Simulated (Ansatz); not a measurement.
Born–Oppenheimer molecular dynamics of H₅NOSiSn (9 atoms, charge 0, multiplicity 1). It starts at the highest image of a converged band. Of that band: Neighbouring images differ by up to 1.6 eV, so the band resolves the path poorly. A vibrational analysis at the climbing image gives one clearly imaginary mode, 1545i cm⁻¹: a first-order saddle point.

Computed with Ansatz, RKS PBE0/def2-SVP.

```json
{
 "ensemble": "NVE (velocity Verlet)",
 "time step": "0.5 fs",
 "steps asked": "200",
 "starting velocities drawn for": "300 K",
 "seed": "10739"
}
```

Frames 2.5 fs apart, positions in Å, forces in eV/Å.

Velocities at 40.0 fs (Å/ps):

```
N 8.59 5.71 3.84
Si 1.63 1.74 -4.86
O -1.38 -4.66 1.38
Sn -0.58 0.48 0.48
H 0.13 30.09 -2.73
H -27.93 -33.66 31.25
H -54.60 -108.39 -19.34
H 5.17 3.96 13.86
H 2.36 -2.00 -19.07
```

```xyz
9
Properties=species:S:1:pos:R:3:forces:R:3 time_fs=40.0 energy_less_start_eV=-0.904 T=1299
N -0.717 1.706 0.096 -1.80 2.35 -1.56
Si -1.043 0.072 0.099 2.49 -1.01 -1.44
O 0.195 -0.612 1.048 -2.43 0.16 -0.97
Sn 0.903 -1.324 -0.954 0.15 -0.32 -0.13
H 0.038 2.352 0.339 -0.13 -0.82 0.27
H -1.371 2.175 -0.581 0.83 -0.21 1.02
H -2.335 0.060 -1.087 1.27 -0.32 2.49
H 1.203 -3.010 -0.647 -0.13 -0.02 0.07
H 2.591 -0.869 -1.187 -0.25 0.18 0.26
9
Properties=species:S:1:pos:R:3:forces:R:3 time_fs=42.5 energy_less_start_eV=-0.758 T=1139
N -0.699 1.724 0.102 -1.38 0.36 -0.51
Si -1.036 0.075 0.085 2.64 -1.47 -0.97
O 0.186 -0.624 1.049 -2.34 0.21 -1.14
Sn 0.902 -1.323 -0.953 0.24 -0.30 -0.10
H 0.031 2.400 0.338 -0.19 -0.79 0.15
H -1.424 2.098 -0.484 -0.24 1.23 -0.32
H -2.428 -0.212 -1.059 1.72 0.57 2.56
H 1.212 -3.001 -0.611 -0.15 0.00 0.03
H 2.589 -0.869 -1.226 -0.29 0.19 0.29
9
Properties=species:S:1:pos:R:3:forces:R:3 time_fs=45.0 energy_less_start_eV=-0.994 T=1400
N -0.688 1.744 0.107 -2.68 -1.40 -0.86
Si -1.024 0.075 0.070 2.70 -1.60 -0.35
O 0.170 -0.634 1.046 -2.04 0.20 -1.19
Sn 0.900 -1.322 -0.952 0.19 -0.32 -0.05
H 0.017 2.405 0.348 0.62 0.09 0.34
H -1.484 2.088 -0.399 -0.17 1.56 -0.32
H -2.420 -0.450 -0.879 1.73 1.25 2.16
H 1.212 -2.992 -0.573 -0.16 0.01 -0.03
H 2.570 -0.857 -1.249 -0.18 0.21 0.29
9
Properties=species:S:1:pos:R:3:forces:R:3 time_fs=47.5 energy_less_start_eV=-1.595 T=2061
N -0.688 1.759 0.107 -3.83 -0.70 -1.48
Si -1.006 0.072 0.053 2.94 -1.22 0.54
O 0.145 -0.644 1.039 -1.40 0.14 -1.09
Sn 0.899 -1.321 -0.951 0.04 -0.35 0.03
H 0.033 2.409 0.377 0.22 -0.27 0.16
H -1.547 2.166 -0.328 1.30 0.69 0.50
H -2.312 -0.615 -0.574 0.87 1.46 1.16
H 1.202 -2.982 -0.537 -0.15 0.01 -0.08
H 2.541 -0.833 -1.254 0.01 0.24 0.27
9
Properties=species:S:1:pos:R:3:forces:R:3 time_fs=50.0 energy_less_start_eV=-1.901 T=2400
N -0.704 1.771 0.102 -2.56 0.26 -0.86
Si -0.981 0.066 0.038 3.99 0.42 1.40
O 0.116 -0.653 1.028 -0.21 -0.05 -0.74
Sn 0.898 -1.320 -0.950 -0.12 -0.37 0.16
H 0.060 2.394 0.414 -0.55 -1.08 -0.19
H -1.542 2.287 -0.234 1.05 0.15 0.31
H -2.162 -0.699 -0.201 -1.63 0.43 -0.15
H 1.183 -2.971 -0.506 -0.12 -0.01 -0.15
H 2.512 -0.794 -1.243 0.17 0.25 0.22
9
Properties=species:S:1:pos:R:3:forces:R:3 time_fs=52.5 energy_less_start_eV=-1.886 T=2383
N -0.731 1.783 0.092 -1.21 -0.43 -0.36
Si -0.948 0.061 0.026 2.08 1.40 0.85
O 0.086 -0.663 1.014 1.58 -0.45 -0.04
Sn 0.897 -1.320 -0.949 -0.13 -0.38 0.29
H 0.061 2.321 0.442 0.08 -0.77 0.00
H -1.480 2.420 -0.123 -0.33 0.23 -0.24
H -2.098 -0.754 0.170 -2.13 0.23 -0.47
H 1.158 -2.962 -0.483 -0.09 -0.05 -0.21
H 2.492 -0.741 -1.220 0.15 0.22 0.17
9
Properties=species:S:1:pos:R:3:forces:R:3 time_fs=55.0 energy_less_start_eV=-1.594 T=2060
N -0.763 1.794 0.081 -1.14 -0.19 -0.38
Si -0.911 0.059 0.015 -2.52 1.08 0.82
O 0.062 -0.674 1.000 3.24 -0.98 0.84
Sn 0.895 -1.320 -0.948 0.10 -0.39 0.27
H 0.069 2.202 0.472 0.67 -0.32 0.21
H -1.429 2.561 -0.023 -0.18 -0.65 -0.28
H -2.148 -0.786 0.508 -0.14 1.43 -1.38
H 1.127 -2.954 -0.473 -0.03 -0.09 -0.24
H 2.481 -0.675 -1.185 -0.01 0.10 0.15
9
Properties=species:S:1:pos:R:3:forces:R:3 time_fs=57.5 energy_less_start_eV=-0.956 T=1358
N -0.800 1.804 0.069 0.54 0.44 0.37
Si -0.880 0.059 0.007 -5.22 1.62 1.00
O 0.050 -0.689 0.989 4.09 -1.33 1.42
Sn 0.894 -1.320 -0.946 0.43 -0.38 0.14
H 0.104 2.062 0.509 -0.61 -0.24 -0.39
H -1.388 2.664 0.059 0.21 -1.47 -0.30
H -2.214 -0.740 0.765 0.69 1.55 -2.09
H 1.094 -2.953 -0.478 0.03 -0.13 -0.27
H 2.469 -0.604 -1.143 -0.16 -0.06 0.12
9
Properties=species:S:1:pos:R:3:forces:R:3 time_fs=60.0 energy_less_start_eV=-0.600 T=964
N -0.835 1.815 0.058 2.44 -1.39 0.64
Si -0.859 0.063 0.000 -6.24 2.10 1.34
O 0.052 -0.709 0.984 4.00 -1.24 1.36
Sn 0.893 -1.320 -0.945 0.63 -0.37 0.07
H 0.108 1.912 0.524 -1.13 0.48 -0.61
H -1.339 2.689 0.125 -0.45 -0.40 -0.25
H -2.241 -0.603 0.898 0.89 1.16 -2.33
H 1.063 -2.959 -0.498 0.09 -0.13 -0.29
H 2.447 -0.536 -1.092 -0.22 -0.21 0.08
9
Properties=species:S:1:pos:R:3:forces:R:3 time_fs=62.5 energy_less_start_eV=-0.684 T=1056
N -0.859 1.820 0.049 2.14 -2.75 -0.17
Si -0.851 0.071 -0.003 -6.05 1.86 1.86
O 0.070 -0.733 0.983 3.16 -0.68 0.69
Sn 0.893 -1.320 -0.943 0.58 -0.36 0.12
H 0.054 1.790 0.509 0.26 1.29 0.11
H -1.317 2.690 0.176 -0.84 0.50 -0.05
H -2.217 -0.397 0.894 0.75 0.51 -2.23
H 1.037 -2.973 -0.536 0.13 -0.09 -0.33
H 2.414 -0.480 -1.038 -0.11 -0.27 0.00
9
Properties=species:S:1:pos:R:3:forces:R:3 time_fs=65.0 energy_less_start_eV=-0.966 T=1367
N -0.875 1.815 0.040 1.00 -0.90 -0.45
Si -0.857 0.083 -0.003 -4.10 1.20 1.83
O 0.100 -0.760 0.985 1.83 0.13 -0.17
Sn 0.892 -1.321 -0.941 0.31 -0.37 0.21
H 0.015 1.743 0.499 1.27 1.61 0.58
H -1.339 2.707 0.222 -0.10 -0.84 -0.22
H -2.152 -0.164 0.760 -0.47 -0.55 -1.34
H 1.019 -2.993 -0.593 0.16 -0.02 -0.34
H 2.374 -0.440 -0.984 0.11 -0.26 -0.09
9
Properties=species:S:1:pos:R:3:forces:R:3 time_fs=67.5 energy_less_start_eV=-0.992 T=1397
N -0.886 1.805 0.029 2.82 0.38 0.55
Si -0.870 0.098 0.001 -0.10 0.29 1.01
O 0.136 -0.786 0.986 0.24 0.95 -0.80
Sn 0.892 -1.321 -0.940 -0.01 -0.34 0.21
H 0.037 1.791 0.515 -0.18 1.41 -0.37
H -1.371 2.682 0.255 -0.11 -1.00 -0.29
H -2.126 0.037 0.550 -3.18 -1.53 0.17
H 1.010 -3.013 -0.671 0.18 0.05 -0.33
H 2.341 -0.415 -0.935 0.35 -0.21 -0.17
```

Of the whole run (100 fs, mean temperature of the second half 1654 K): The conserved energy stayed within 0.34 meV per atom of its start (net change -0.11 meV per atom), so the integration is sound. The system heated up, since it started high on the potential surface and ran downhill. A run of 0.1 ps of so small a system gives no equilibrium averages. The orbitals stay closed-shell, which can raise the energy where a bond breaks towards radicals; this wasn't checked here.

Run time: 9.6 min on 2 threads of Arm Neoverse V1, with other jobs on the host, peak memory 0.21 GiB.
